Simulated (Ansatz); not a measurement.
Reactions of C2H6BClSi, SMILES `[SiH3]C1CB1Cl`.

Computed with Ansatz on PBE0-D4/def2-TZVP structures; ΔE is electronic, products minus reactants. CBS: MP2 limit from def2 TZ/QZ plus the TZ coupled-cluster correction, frozen cores. This one scheme is used for every species. For Se outer-core shells are correlated without core-valence functions, which leaves a few kJ/mol of doubt a bond. Scalar relativity is left out up to krypton. Each species was taken in one conformer, which may not be the lowest.

Order these by ΔE at CCSD(T)/CBS, lowest first. (Best estimate.)
A. `[SiH3]C1CB1Cl` → `ClB1CC1` + `[SiH2]`
B. `[SiH3]C1CB1Cl` + `NB[SeH]` → `NB[Se][SiH3]` + `ClB1CC1`
C. `[SiH3]C1CB1Cl` + `C=CCO` → `C=CCO[SiH3]` + `ClB1CC1`
D. `[SiH3]C1CB1Cl` + H₂ → `ClB1CC1` + SiH₄
E. `[SiH3]C1CB1Cl` → `CC1[SiH2]B1Cl`

C (-65.1 kJ/mol), B (-42.5 kJ/mol), D (-2.5 kJ/mol), E (+37.2 kJ/mol), A (+253.5 kJ/mol).

Largest T1 diagnostic: 0.014, for `[SiH2]`.
